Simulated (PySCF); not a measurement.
These are PBE-D3(BJ)/def2-TZVP // B3LYP-D3(BJ)/def2-TZVP (PySCF) values and carry that method's errors. All species are isolated molecules in the gas phase. 

Reference species (SMILES): `F[CH]F` (neutral, multiplicity 2).

```yaml
highest_occupied_spin_orbital: -5.17 eV
dipole_moment: 1.23 D
```

Changed species: `F[C](F)[GeH3]` (radical fragment; the reference has radical fragment).

Question: Give the shifts of the highest occupied spin orbital and dipole moment.

Answer: the highest occupied spin orbital rises by 0.46 eV, to -4.71 eV; the dipole moment rises by 0.27 D, to 1.50 D.
